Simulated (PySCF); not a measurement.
## Working out the ionisation energy of Sb⁺

Sb⁺ [Kr] 4d10 5s2 5p2 (3P) → Sb²⁺ [Kr] 4d10 5s2 5p1 (2P). All numbers are calculated (PySCF 2.14, a scalar-relativistic core potential, in aug-cc-pVDZ-PP with ECP28MDF). Frozen: 4s2 4p6 4d10. Energies in hartree (1 hartree = 27.21139 eV):

```tsv
part	Sb⁺ (lower)	Sb²⁺ (upper)
UHF	-238.957245	-238.369407
CCSD correlation	-0.050541	-0.041159
(T)	-0.000603	-0.000340
```

Problem. What does Hartree-Fock give?

Solution. (-238.369407) − (-238.957245) = 0.587838 hartree = 15.996 eV.

Problem. What do CCSD and CCSD(T) give?

Solution. The CCSD correlation energies differ by 0.009382 hartree = 0.255 eV and the triples by 0.000263 hartree = 0.007 eV, so CCSD gives 16.251 eV and CCSD(T) 16.258 eV.

Reference: 16.626 ± 0.025 eV (measured; NIST Atomic Spectra Database, ionization energies), between the lowest levels; spin-orbit coupling is absent from the calculation.

A double-zeta basis recovers only part of the correlation energy.

What remains against the reference includes basis incompleteness, the frozen core and higher excitations.
